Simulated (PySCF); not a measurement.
Ti(O)2, O2Ti, SMILES [O]=[Ti]=[O], PBE0/def2-SVP optimised geometry.

```
3

Ti    -0.53    -0.76     0.00
O     -1.09     0.76     0.00
O      1.09    -0.76     0.00
```

Density from PBE0/def2-TZVP (PySCF 2.14.0) at that geometry.

Minimum of the electron density along straight lines between bonded atoms, close to the bond critical point (lines longer than 1.1 times the sum of covalent radii, or with two minima, are not listed):

```tsv
bond	length / Å	ρ at the minimum / e bohr⁻³	∇²ρ there / e bohr⁻⁵	position (fraction from the first atom)
Ti1–O2	1.616	0.266	0.95	0.52
Ti1–O3	1.616	0.266	0.95	0.52
```
